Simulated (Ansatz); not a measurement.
Mulliken charges of H4Se4Ti (`[SeH][Ti]([SeH])([SeH])[SeH]`) from ωB97M-V/def2-TZVPP in Ansatz (PBE0-D4/def2-TZVP geometry).

| atom | x (Å) | y (Å) | z (Å) | charge (e) |
| --- | --- | --- | --- | --- |
| Se1 | -0.491 | 1.351 | -2.191 | -0.071 |
| Ti2 | 0.200 | 0.094 | -0.271 | -0.028 |
| Se3 | 2.544 | -0.296 | -0.586 | -0.070 |
| Se4 | -1.124 | -1.915 | -0.243 | -0.089 |
| Se5 | -0.024 | 1.293 | 1.803 | -0.089 |
| H6 | -1.330 | 2.197 | -1.325 | 0.087 |
| H7 | 2.387 | -1.652 | -0.032 | 0.086 |
| H8 | -0.593 | -2.185 | 1.107 | 0.087 |
| H9 | -1.480 | 1.067 | 1.720 | 0.088 |

Task: By hand: the dipole of these point charges (1 e Å = 4.8032 D).

Result: Σ q r = (-0.139, -0.070, 0.195) e Å, of length 0.249 e Å = 1.20 D.

Task: How does the dipole of the full density compare? (An estimate is asked.)

Result: Ansatz gave: (-0.104, -0.053, 0.143) e Å, 0.89 D; the point charges give 1.35 times that, at 1° from its direction.

Point charges leave out the atoms' own dipoles, such as those of lone pairs, and Mulliken's split depends on the basis, so the two needn't agree.
